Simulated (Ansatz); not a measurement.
`C[CH](C)[SbH2]` + `[OH][GaH2]` → `[GaH2][O][SbH2]` + `CCC` at 298.15 K and 1 bar (ligand exchange at the Sb–C bond).

Isolated molecules relaxed with PBE0-D4/def2-TZVP in Ansatz; ΔE leaves out vibrations. CCSD(T)/CBS is the MP2 limit (def2-TZVPP, def2-QZVPP) plus CCSD(T) − MP2 in def2-TZVPP, frozen cores. Elements past krypton have def2 core potentials. For Ga, Sb outer-core shells are correlated without core-valence functions, which leaves a few kJ/mol of doubt a bond. Scalar relativity is left out up to krypton.

```
          species  CCSD(T)/CBS energy (Eh)  H − E (kJ/mol)  S (J/(mol·K))
 `C[CH](C)[SbH2]`               -359.57575           300.7          344.2
     `[OH][GaH2]`              -2000.92981            82.7          263.1
`[GaH2][O][SbH2]`              -2241.53579            98.8          348.6
            `CCC`               -118.98051           285.9          268.4
```

H − E and S are ideal-gas, rigid-rotor, harmonic terms from PBE0-D4/def2-TZVP, for one conformer and one mirror image of each species. 1 Eh = 2625.50 kJ/mol, R = 8.31446 J/(mol·K).

Question: By hand: ΔE, ΔH, ΔS and ΔG.

Answer: ΔE = (-2241.53579) + (-118.98051) − (-359.57575) − (-2000.92981) = -0.01074 Eh = -28.2 kJ/mol. Δ(H − E) = 98.8 + 285.9 − 300.7 − 82.7 = 1.3, so ΔH = -26.9 kJ/mol. ΔS = 348.6 + 268.4 − 344.2 − 263.1 = 9.7 J/(mol·K). ΔG = -26.9 − 298.15 × (9.7)/1000 = -29.8 kJ/mol.

Question: By hand: the equilibrium constant, and the temperature at which ΔG would vanish if ΔH and ΔS stayed fixed.

Answer: log₁₀ K = −ΔG/(RT ln 10) = 5.2. ΔH and −TΔS have one sign here, so there is no such temperature.

The number of gas molecules stays the same, so ΔS is small and ΔH decides. A doubt of 5 kJ/mol in ΔE shifts log₁₀ K by 0.9 here. Other conformers and mirror images would add mixing entropy, several J/(mol·K) or more a flexible species. Modes under 60 cm⁻¹, often nearly free rotors, make the harmonic entropy too high. These are equilibria of isolated gas molecules and say nothing of rates. Largest T1 diagnostic: 0.016 (customary marks: 0.02 for closed shells, 0.045 for open ones).

ΔS is within the doubt of such terms, so its sign, and with it that verdict, could turn.
